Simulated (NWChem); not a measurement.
Species: GeH₄O₂; SMILES [OH][GeH2][OH]

```xyz
7

Ge     0.0000     0.0000     0.3406
O     -1.4788    -0.0461    -0.6780
O      1.4788     0.0461    -0.6780
H     -0.0967    -1.3028     1.1646
H      0.0967     1.3028     1.1646
H     -1.5622     0.7739    -1.1902
H      1.5622    -0.7739    -1.1902
```
Atoms are numbered in this order, from 1.

Program: NWChem. Pople sets run with spherical d functions. Medium grid unless said otherwise, to which SCAN and Minnesota functionals are sensitive. The geometry was optimised at B3LYP/6-31G* (spherical d). Hybrids' shares of exact exchange are those that their runs print; pure functionals count as 0. The functionals differ in more than this share.

```
row                                 share of exact exchange  highest occupied level (eV)
----------------------------------  -----------------------  ---------------------------
PBE/6-31G*                                             0.00                        -6.67
LDA (Slater exchange, PW92)/6-31G*                     0.00                        -6.79
B3LYP/6-31G*                                           0.20                        -8.12
PW6B95/6-31G*                                          0.28                     withheld
MN15/6-31G*                                            0.44                        -9.31
```

### Question
Fit a straight line of the last column on the one before it, predict the withheld value, and compare with the run.

### Answer

1. Means of the 4 shown rows: x = 0.160, y = -7.723. Slope Σ(x − x̄)(y − ȳ)/Σ(x − x̄)² = -0.7780/0.1312 = -5.930; intercept -6.774.
2. The shown rows scatter about the line by 0.103 (root mean square); the largest residual is -0.16, at B3LYP/6-31G*.
3. At x = 0.28 (PW6B95/6-31G*; inside the shown range) the line gives -8.43.
4. The run gives -8.58, -0.15 from the line, 1.5 times the scatter.
